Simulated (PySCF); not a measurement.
NMR data simulated for an unnamed compound:

1H NMR (400 MHz, computed): δ 8.11 (s, 1H), 7.18 (s, 1H), 4.14 (s, 3H), 4.05 (s, 3H).

13C{1H} NMR (computed): δ 222.5 (C), 160.2 (CH), 152.2 (CH), 138.0 (C), 61.8 (CH3).

[PySCF 2.14: NMR shieldings at PBE0/pcSseg-1/GIAO; geometry from GFN2-xTB; single conformer; one averaged value for each set of equivalent atoms; no relativistic terms; gas phase]

δ = σ(ref) − σ, references computed at the same level: TMS for 1H (σ = 31.72 ppm), 13C (σ = 186.93 ppm).

Which of these does the molecule contain: an NH or NH2 group, a three-membered ring, a non-aromatic C=C double bond, an ester, a CH3CH2 unit, a methoxy group?

Answers


- An NH or NH2 group: no.
- A three-membered ring: no.
- A non-aromatic C=C double bond: yes.
- An ester: yes (δC 160.2; δH 8.11 (s)).
- A CH3CH2 unit: no.
- A methoxy group: yes (δC 61.8; δH 4.05 (s)).

The data belong to `CO/C=C(\OC=O)C(=O)[SiH3]`, C5H8O4Si; they needn't prove each group on their own.

Carbon signals by region: 2 in the far downfield region (above 160 ppm), 2 in the sp2 and nitrile region (100–160 ppm), 1 at 50–100 ppm. Above 160 ppm: 222.5, carbonyl carbon, 160.2, ester carbonyl carbon.

Shifts are as computed. Against solution values, carbons near 30 ppm lie about +3 ppm off and those near 130 ppm about +5 ppm. Of 1309 compounds with measured shifts, 239 miss one by over three times the rms of a fit or turn the order of signals round; such compounds aren't used in these exercises. Multiplicities follow the n + 1 count of equivalent neighbours, as no J values were calculated; m marks all less simple cases, F and P coupling included.
